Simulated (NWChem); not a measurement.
Molecule: LaCl2F; SMILES [La]([Cl])([Cl])[F]

```xyz
4

La    -0.2532    -0.1563     0.0000
F     -2.3001     0.3875     0.0000
Cl     1.0334     0.1595    -2.2568
Cl     1.0334     0.1595     2.2568
```
Atoms are numbered in this order, from 1.

Results from NWChem. Coordinates come from a PBE0/def2-SVP optimisation. def2 effective core potentials on La; no spin-orbit coupling.

For level B3LYP/def2-SVP:

| Property | Result |
|---|---|
| highest occupied level (eV) | -8.22 |
| orbital gap (eV) | 5.34 |
| dipole (D) | 3.16 |

**Question.** How do the values read with level PBE/def2-SVP instead?

**Answer.** 
- highest occupied level (eV): -7.17
- orbital gap (eV): 3.92
- dipole (D): 3.04
